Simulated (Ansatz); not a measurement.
Gas-phase electronic energies from Ansatz, PBE0-D4/def2-TZVP geometries. CCSD(T)/CBS adds triple-zeta CCSD(T) − MP2 to the extrapolated MP2 energy (def2 sets, frozen cores). DFT in def2-TZVPP. def2 core potentials past Kr. For Te outer-core shells are correlated without core-valence functions, which leaves a few kJ/mol of doubt a bond. One conformer a species, not always the lowest.

`S[SiH2][TeH]` + `O[SiH3]` → `[SiH3]O[SiH2]S` + H₂Te  (ligand exchange at the Si–Te bond)

| species | BHLYP-D4 energy (Eh) |
| --- | --- |
| `S[SiH2][TeH]` | -958.12840 |
| `O[SiH3]` | -367.16588 |
| `[SiH3]O[SiH2]S` | -1056.16648 |
| H₂Te | -269.15325 |

Work out ΔE.

ΔE = (-1056.16648) + (-269.15325) − (-958.12840) − (-367.16588) = -0.02545 Eh = -0.69 eV. CCSD(T)/CBS gives -0.57 eV.

Largest T1 diagnostic among the species: 0.011.

Leaving LDA and LC-ωPBE aside and taking each functional with its dispersion term where it has one, the values, not all of them listed here, spread over 0.29 eV, from CAM-B3LYP-D4 to PBE-D4. LDA lies −0.07 eV from PBE without D4. At CCSD(T), def2-SVP lies −0.08 eV from the extrapolated value and def2-TZVPP −0.08 eV.
